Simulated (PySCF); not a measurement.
C4H6NOS (charge -1).
SMILES with atom numbers: `[NH2:1][C:2](=[O:3])[C:4]1([S-:5])[CH2:6][CH2:7]1` (hydrogens: H8, H9 on N1; H10, H11 on C6; H12, H13 on C7)

A PySCF run (density fitting, gas phase, GFN2-xTB geometry) gave HOMO -0.62 eV, LUMO 2.75 eV and E = -683.755 Eh.

**Question.** Which of these levels was it?
A. PBE0/aug-pcSseg-1
B. PBE0/pcSseg-1
C. HCTH407/def2-SVPD
D. B97-D/6-31G
E. wB97X-D/MINI

**Answer.** A. It is PBE0/aug-pcSseg-1. All candidates on this geometry:

| level and settings | kind | basis functions | SCF cycles | E (Eh) | HOMO (eV) | LUMO (eV) |
| --- | --- | --- | --- | --- | --- | --- |
| HCTH407/def2-SVPD, grid level 3 | GGA | 198 | 15 | -683.9652 | 0.24 | 3.28 |
| PBE0/aug-pcSseg-1, start guess atom | global hybrid | 243 | 13 | -683.7555 | -0.62 | 2.75 |
| B97-D/6-31G, grid level 1, energy threshold 1e-11 Eh | GGA | 79 | 14 | -683.9075 | 1.24 | 4.69 |
| PBE0/pcSseg-1 | global hybrid | 156 | 14 | -683.7314 | -0.18 | 5.40 |
| wB97X-D/MINI | range-separated hybrid | 45 | 14 | -679.9069 | -1.58 | 6.69 |

The nearest other candidate, by the summed differences of HOMO and LUMO, is HCTH407/def2-SVPD: its HOMO differs by +0.86 eV and its LUMO by +0.53 eV. B97-D and wB97X-D ran without the empirical dispersion term, which would shift the total energy alone. Cycle counts include a coarse-grid stage where the run had one. The HOMO energy is positive at B97-D/6-31G and HCTH407/def2-SVPD; such an orbital is held in place by the finite basis.

Conformer computed: `[NH2:1][C:2](=[O:3])[C:4]1([S-:5])[CH2:6][CH2:7]1`: N1–C2–C4–S5 0°, H–N1–C2–O3 0°, H–N1–C2–O3 180°.
